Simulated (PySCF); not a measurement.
Excitation energy of I⁺ by level of theory

I⁺ [Kr] 4d10 5s2 5p4 (3P) → I⁺ [Kr] 4d10 5s2 5p3 5d1 (5D), as a difference of total energies. Calculation: PySCF 2.14, in aug-cc-pVQZ-DK3; the spin-free X2C one-electron Hamiltonian (Gaussian nucleus). Correlated levels: valence: [Kr] 4d10 frozen. The calculations carry no spin-orbit coupling.

```tsv
method	excitation energy (eV)
UHF	9.509
MP2 (valence)	9.971
SCS-MP2 (valence)	10.167
CCSD (valence)	10.061
CCSD(T) (valence)	10.074
```

**Question.** How much does correlation contribute at CCSD(T) (valence)?

**Answer.** 10.074 − (9.509) = 0.565 eV, measured against UHF.

Errors of the correlated levels include the incompleteness of this basis and the frozen core.

For comparison: 10.300 eV (measured; NIST levels, between the centres of gravity of the two terms).
